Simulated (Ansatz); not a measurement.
Input file for Ansatz (an electronic-structure program): U-r2SCAN/cc-pVTZ on ammonia borane (SMILES [BH3-][NH3+]), a point of a bond scan (R = 2.416 Å).

Ansatz 0.2 input:
```yaml
crystal:
  periodic: [false, false, false]
  atoms:
    - {symbol: B, position_ang: [-0.92028643, 0.13156152, -0.01951483]}
    - {symbol: N, position_ang: [0.72087107, -0.10305367, 0.01528619]}
    - {symbol: H, position_ang: [-1.72900973, -1.37542890, -1.72650809]}
    - {symbol: H, position_ang: [-1.06228529, 1.29862046, -0.29795625]}
    - {symbol: H, position_ang: [-1.29883588, -0.14977972, 1.09281033]}
    - {symbol: H, position_ang: [0.94520012, -1.06717851, 0.24390556]}
    - {symbol: H, position_ang: [1.15844162, 0.49379687, 0.71129516]}
    - {symbol: H, position_ang: [1.13746216, 0.11004268, -0.88647256]}
basis:
  gaussian:
    orbitals: cc-pVTZ
hamiltonian:
  xc: {name: r2SCAN}
magnetization: {spin_polarized: true, initial_magnetization: 0}
```

The log:

```
WARN ansatz: RAYON_NUM_THREADS=1 ignored (pool sized by the plan → 1); use --threads N
Functional definition: r2SCAN
integrals: 0.04 GiB planned
747 factors; their error is unknown
mean field: 0.52 GiB planned
mean field evaluation 1: about -2254.4546 eV, gradient 3.7e1 eV
mean field evaluation 2: about -2246.6762 eV, gradient 5.1e1 eV
mean field evaluation 4: about -2259.9498 eV, gradient 5.7e0 eV
mean field evaluation 8: about -2260.3508 eV, gradient 4.4e-2 eV
mean field evaluation 16: about -2260.3319 eV, gradient 4.7e-5 eV
mean field -2260.35885949 eV, -83.0666559600 hartree, gradient 2.5e-5 eV, S^2 0.227553; 3 other end points of the search recorded, 0 dependent functions left out
reference -2260.35887300 eV, -83.0666564563 hartree; 9, 9 occupied and 135, 135 virtual orbitals, 747 factors
Total energy: -2260.35887300 eV, -83.0666564563 hartree
```

The run converged. Its determinant has ⟨S²⟩ = 0.23, a mixture of spin states.

Cost: about 9 core-seconds (a rough figure).
